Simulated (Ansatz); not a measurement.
Basis-set series for C3H7Ga (`C1[CH2][GaH][CH2]1`). Total charge 0; spin multiplicity 1. The structure was optimised at the PBE0-D4/def2-TZVP level.

| functional | basis | functions | energy (Eh) | HOMO (eV) | LUMO (eV) |
| --- | --- | --- | --- | --- | --- |
| PBE0-D4 | def2-SVP | 109 | -2042.61472 | -6.82 | -1.14 |
| PBE0-D4 | def2-TZVPP | 239 | -2042.99016 | -6.84 | -1.17 |
| ωB97M-V | def2-SVP | 109 | -2042.82646 | -9.03 | 0.54 |
| ωB97M-V | def2-TZVPP | 239 | -2043.20853 | -9.04 | 0.47 |

Question: Give the rows for def2-QZVPP. (An estimate is asked.)

Answer: Computed: 
```json
{"functional": "PBE0-D4", "basis": "def2-QZVPP", "functions": "470", "energy (Eh)": "-2043.04009", "HOMO (eV)": "-6.85", "LUMO (eV)": "-1.22"}
{"functional": "ωB97M-V", "basis": "def2-QZVPP", "functions": "470", "energy (Eh)": "-2043.25695", "HOMO (eV)": "-9.06", "LUMO (eV)": "0.27"}
```

Positive LUMOs are unbound and depend on the basis. Scalar relativity is left out up to krypton.
